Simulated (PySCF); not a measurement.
## Correlation energy of O²⁺ (oxygen, charge +2)

[He] 2s2 2p2, high-spin 3P determinant. All numbers are calculated (PySCF 2.14, the non-relativistic Hamiltonian (point nucleus), in aug-cc-pwCVQZ). Frozen: nothing; 6 electrons correlated.

MP2 pair energies summed by pair of shells (mhartree):

```csv
pair,energy,share (%)
2s-2p,-51.58,37.1
1s-1s,-37.96,27.3
2s-2s,-24.34,17.5
1s-2p,-9.42,6.8
2p-2p,-8.26,5.9
1s-2s,-7.53,5.4
```

Total MP2 correlation energy: -139.08 mhartree.

Same-spin part -20.39 and opposite-spin part -118.69 mhartree; SCS-MP2 scales them by 1/3 and 6/5 to -149.23 mhartree.
